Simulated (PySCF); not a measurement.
**An isoelectronic set: 66 electrons**

PBE in PySCF with x2c-SVPall on every atom, spin-free X2C, for the lowest determinant that a PBE0 search found; no spin–orbit coupling. All have 66 electrons, 10 of them in the valence shells, and the same state, a singlet (closed shell). For ions De leads to the atom and ion picked by measured ionisation energies and electron affinities.

```tsv
species	difference of nuclear charges	Re (Å)	ωe (cm⁻¹)	k (mdyn/Å)	De (eV)	dissociates to	Mayer bond order
GaBr	4	2.381	265	1.52	4.51	Ga + Br	1.18
SnS	34	2.247	474	3.34	5.31	Sn + S	2.40
SiTe	38	2.299	474	3.04	4.99	Si + Te	2.50
AlI	40	2.560	314	1.29	4.05	Al + I	1.21
SiI⁺	39	2.350	434	2.55	4.53	Si⁺ + I	1.93
```

Task: Which member of the whole set has the stiffest bond, and how does it compare with the softest?

Result: SnS with k = 3.34 mdyn/Å, 2.6 times that of AlI.

These are scalar-relativistic numbers at best; spin–orbit coupling would shift them, the dissociation energy most. For an ion De counts to the pair picked by the measured ionisation energies or electron affinities, which need not be the lowest pair at this level.
